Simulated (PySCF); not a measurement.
## Electric field gradients and quadrupole coupling constants

C6H9ClOSi.
Structure used (GFN2-xTB), in Å, numbered top down from 1:
```
atom  x, y, z in Å
C1    -1.5585    0.9350   -1.2986
C2    -1.1279    0.1907   -0.1007
C3    -0.0763   -0.6031    0.2097
C4     1.1382   -1.0760   -0.4918
Si5    2.6155    0.0822   -0.1150
Cl6    2.0876    1.9370   -0.7059
C7    -0.5465   -0.7825    1.5915
O8    -0.1502   -1.3389    2.5777
C9    -1.7789    0.0915    1.2674
H10   -0.9020    0.7320   -2.1412
H11   -2.5823    0.6688   -1.5622
H12   -1.5410    2.0062   -1.0940
H13    0.9524   -1.1205   -1.5665
H14    1.3788   -2.0816   -0.1480
H15    3.7779   -0.3420   -0.8919
H16    2.8890    0.1168    1.3157
H17   -1.8482    1.0184    1.8361
H18   -2.7363   -0.4276    1.3060
```

Field gradients from the PBE0/pcSseg-1 density (PySCF, non-relativistic), principal values in atomic units, ordered |Vxx| ≤ |Vyy| ≤ |Vzz|:

| atom | Vxx | Vyy | Vzz |
| --- | --- | --- | --- |
| Cl6 | -1.0001 | -1.0884 | 2.0885 |
| O8 | 0.5078 | 1.2654 | -1.7732 |

Find the asymmetry η = (Vxx − Vyy)/Vzz and the couplings χ = eQV/h (234.96 MHz × Q in barn × V in au), with Q(35Cl) = −0.0817 b, Q(17O) = −0.0256 b.

```json
{"atom": "Cl6", "environment": "silicon-bound chlorine", "nucleus": "35Cl", "η": "0.04", "χzz (MHz)": "-40.09", "χxx (MHz)": "19.20", "χyy (MHz)": "20.89"}
{"atom": "O8", "environment": "ketone oxygen", "nucleus": "17O", "η": "0.43", "χzz (MHz)": "10.67", "χxx (MHz)": "-3.05", "χyy (MHz)": "-7.61"}
```

The gradient is axial or nearly so (η below 0.05) at Cl6. The tensor is traceless: Vxx + Vyy + Vzz = 0.

What is Vzz at Cl6 in SI units (1 au = 9.71736 × 10²¹ V/m²)?

2.0885 au = 20.295 × 10²¹ V/m².

And the gradient at the other heavy atoms, for which no coupling is worked out here?

| atom | environment | Vzz (au) | η |
| --- | --- | --- | --- |
| C1 | allylic carbon | 0.063 | 0.57 |
| C2 | fully substituted alkene carbon | 0.406 | 0.43 |
| C3 | fully substituted alkene carbon | 0.237 | 0.52 |
| C4 | sp3 carbon bound to silicon | 0.056 | 0.39 |
| Si5 | chlorine-bound silicon | 0.715 | 0.36 |
| C7 | ketone carbonyl carbon | 0.501 | 0.12 |
| C9 | sp3 carbon next to a carbonyl | 0.083 | 0.46 |

What couplings would deuterons (Q(2H) = 0.00286 b) have in place of the hydrogens, at this geometry?

```
atom  bonded to  bond length (Å)  Vzz (au)     η  χzz (kHz)
 H10         C1            1.087    0.3131  0.03        210
 H11         C1            1.090    0.3093  0.02        208
 H12         C1            1.091    0.3083  0.02        207
 H13         C4            1.092    0.3107  0.03        209
 H14         C4            1.090    0.3125  0.02        210
 H15        Si5            1.461    0.1606  0.03        108
 H16        Si5            1.457    0.1624  0.03        109
 H17         C9            1.090    0.3106  0.02        209
 H18         C9            1.090    0.3110  0.02        209
```

Isolated species at its GFN2-xTB geometry (one conformer only). GFN2-xTB bond lengths can be off by several hundredths of an ångström, more for odd bonds, and the gradients follow them. A larger basis could move these couplings by a tenth or more.
